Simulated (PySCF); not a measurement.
Molecule: `C=CC(=C)O[SiH3]`, C4H8OSi.

Bonds (- single, = double, # triple, : aromatic): C1=C2 1.337 Å, C2-C3 1.463 Å, C3=C4 1.346 Å, C3-O5 1.354 Å, O5-Si6 1.680 Å. C1 carries H7, H8; C2 carries H9; C4 carries H10, H11; Si6 carries H12, H13, H14. H11 is cis to C2; H7 is cis to C3; H10 is trans to C2; H8 is trans to C3.

Geometry PBE0-D3(BJ)/def2-SVP throughout; GIAO in PySCF 2.14, gas phase, one conformer, non-relativistic; equivalent atoms averaged; basis pcSseg-1.

**Question.** How do the absolute shieldings σ depend on the functional? (a selection of nuclei; ppm; last column core-seconds on shared hosts with different chips, so compare them loosely)

**Answer.** 
```
functional                    kind    C3    C2    C1     O5    Si6     H7     H8    H11    H10  core-s
        HF            Hartree–Fock  26.6  51.4  63.5  270.4  433.6  25.49  26.10  27.34  27.40     4.2
       LDA                     LDA  11.5  34.3  53.9  226.4  352.7  24.85  25.34  26.43  26.43      12
       PBE                     GGA  16.7  40.4  59.4  226.1  372.8  25.33  25.84  26.90  26.90      15
      BLYP                     GGA  10.1  35.1  55.3  222.5  367.7  25.58  26.14  27.18  27.17      14
      BP86                     GGA  16.2  40.2  59.1  226.0  371.7  25.39  25.91  26.97  26.97      15
      OPBE                     GGA  30.1  51.8  68.9  232.1  394.4  25.30  25.80  26.84  26.87      15
       KT2                     GGA  27.1  52.3  70.6  232.4  396.6  25.48  26.01  27.04  26.99      23
       KT3                     GGA  29.0  53.5  71.4  232.1  404.6  25.64  26.18  27.19  27.17      22
     B97-D                     GGA  20.1  44.3  62.5  229.9  387.8  25.60  26.16  27.19  27.19      22
     B3LYP           global hybrid  12.9  37.7  56.0  234.1  379.7  25.48  26.05  27.13  27.14      13
      PBE0           global hybrid  19.9  43.5  60.3  239.5  387.8  25.26  25.78  26.91  26.92      20
  mPW1PW91           global hybrid  19.0  42.8  59.3  239.2  386.7  25.32  25.85  26.96  26.98      13
      WP04           global hybrid   7.3  33.4  49.8  227.9  381.8  25.84  26.40  27.39  27.45      14
     B97-2           global hybrid  22.4  46.2  62.7  239.6  394.7  25.43  25.97  27.06  27.08      15
 BHandHLYP           global hybrid  17.2  42.0  57.8  249.2  398.5  25.42  26.00  27.14  27.16      13
 CAM-B3LYP  range-separated hybrid  13.9  38.3  55.7  244.1  382.4  25.32  25.88  27.03  27.02      17
   wB97X-D  range-separated hybrid  19.3  43.0  59.1  244.4  387.9  25.33  25.88  27.04  27.03      16
   LC-wPBE  range-separated hybrid  20.4  43.5  58.1  254.6  389.7  25.14  25.66  26.87  26.88      22
```

**Question.** Which nucleus among those listed moves most, in ppm?

**Answer.** Si6 (silicon bonded to O, 3 H): from 352.7 ppm with LDA to 433.6 ppm with HF. The smallest spread is 0.96 ppm, at H11. Proton shifts span only some 12 ppm, so a few tenths of a ppm matter as much there as several ppm in carbon.
